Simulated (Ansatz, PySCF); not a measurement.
Ga (SMILES [Ga]), doublet. Base run: WB97X-V/def2-SVPD in PySCF.

Input for PySCF:
```python
from pyscf import gto, scf, dft

mol = gto.M(
    atom='''
Ga    0.000000    0.000000    0.000000
''',
    basis='def2-svpd',
    charge=0,
    spin=1,
    verbose=4,
)

mf = dft.UKS(mol)
mf.xc = 'wb97x_v'
mf.kernel()
```

The same geometry, method and basis name were run in Ansatz (an electronic-structure program) and PySCF, at each program's defaults and at the settings that a row names. The base is PySCF at its defaults. Differences at the defaults can come from grids, fitting, cores and function types together.

```json
[
 {"code and settings": "PySCF, defaults (exact integrals, its default grid, spherical functions)", "ΔE vs base (µEh)": "0.0", "basis functions": "38", "E (Eh)": "-1924.37598", "SCF cycles": "8"},
 {"code and settings": "Ansatz, defaults (factorised integrals, its default grid, spherical functions)", "ΔE vs base (µEh)": "0.1", "basis functions": "38", "E (Eh)": "-1924.37598", "SCF cycles": "-"},
 {"code and settings": "PySCF, density fitting with def2-universal-jkfit", "ΔE vs base (µEh)": "-6.1", "basis functions": "38", "E (Eh)": "-1924.37599", "SCF cycles": "8"},
 {"code and settings": "PySCF, fine grid", "ΔE vs base (µEh)": "0.1", "basis functions": "38", "E (Eh)": "-1924.37598", "SCF cycles": "8"},
 {"code and settings": "Ansatz, high accuracy", "ΔE vs base (µEh)": "0.2", "basis functions": "38", "E (Eh)": "-1924.37598", "SCF cycles": "-"}
]
```

Open shells are given as the SCF converged; they aren't shown to be the lowest states, and a large step between rows can be another state.
